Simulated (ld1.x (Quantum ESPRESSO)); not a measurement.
# potassium, TM: configuration errors across variants

ld1.x (Quantum ESPRESSO) 7.5 input, shortened:

```
&input
   title='K', zed=19., rel=1, dft='PZ', iswitch=3,
   config='[Ar] 3d-2 4s1 4p0'
 /
 &inputp
   pseudotype=2, tm=.true., lloc=2,
   nlcc=.true., new_core_ps=.true., rcore=1.05
 /
3
4S  1  0   1.00   0.00  3.80  3.80  0.0
3P  2  1   6.00   0.00  2.10  2.10  0.0
3D  3  2  -2.00  -0.10  4.00  4.00  0.0
 &test
   configts(1)='3p6 4s1 4p0'
 /
```

All-electron excitation energies from the reference (eV): (1) 3p6 4s0 4p0 4.407; (2) 3p6 4s0.5 4p0 1.710; (3) 3p6 4s0 4p1 1.630; (4) 3p6 4s1 4p0 spin -0.140; (5) 3p6 4s0.5 4p0 spin 1.660.

Spin tests fill each open shell by Hund’s rule, majority spin first.

Tests that are not counted but printed errors over 1 eV. “base”: 3p5 4s1 4p0 (solver errors, printed error -2.4 eV). “wave 4s (bound): rc 3.80 bohr becomes 4s (bound): rc 5.42 bohr”: 3p5 4s1 4p0 (solver errors, printed error -2.6 eV). “core correction none”: 3p5 4s1 4p0 (solver errors, printed error -2.3 eV). “wave 3p (bound): rc 2.10 bohr becomes 3p (bound): rc 2.66 bohr”: 3p5 4s1 4p0 (solver errors, printed error -2.4 eV). “all radii but the core radius scaled by about 0.86 (s 3.26, p 1.80, d 3.44 bohr)”: 3p5 4s1 4p0 (solver errors, printed error -2.9 eV).

4 further variants failed, have other tests or another functional or relativity, and are left out.

A true bound ghost makes a file unfit for plane-wave use even where its test errors are small: the radial tests pick states by their node count and pass the ghost by. Where a test does run into it, the solver fails or the error is huge.

Errors AE − PS in meV (a dash: test not solved or not reliable):

| change | (1) | (2) | (3) | (4) | (5) | bound ghosts |
| --- | --- | --- | --- | --- | --- | --- |
| base | -1.4 | -0.7 | +402 | +0.5 | -0.3 | s |
| wave 4s (bound): rc 3.80 bohr becomes 4s (bound): rc 5.42 bohr | -25 | -4.5 | +400 | -5.6 | -6.2 | s |
| core correction none | +4.0 | -0.1 | +402 | +2.0 | +1.0 | s |
| wave 3p (bound): rc 2.10 bohr becomes 3p (bound): rc 2.66 bohr | -1.3 | -0.7 | +324 | +0.5 | -0.3 | s |
| local potential all-electron potential smoothed inside 2.55 bohr (lloc = -2) | -1.3 | +0.7 | -27 | +0.5 | +0.6 | none |
| all radii but the core radius scaled by about 0.86 (s 3.26, p 1.80, d 3.44 bohr) | -1.3 | -0.1 | -110 | +0.5 | +0.1 | s |
| wave 3d channel at -0.1 Ry: rc 4.00 bohr becomes 3d channel at 0.73 Ry: rc 4.00 bohr | -8.0 | -1.2 | -568 | -0.3 | -1.4 | s |
| all radii but the core radius scaled by about 1.20 (s 4.56, p 2.52, d 4.80 bohr) | -6.5 | +1.6 | +391 | -0.8 | -0.2 | none |

Q: Give the same row for: wave 3d channel at -0.1 Ry: rc 4.00 bohr becomes 3d channel at -0.1 Ry: rc 2.40 bohr.

A: -1.3, +0.3, -15, +0.5, +0.3; bound ghosts: s.
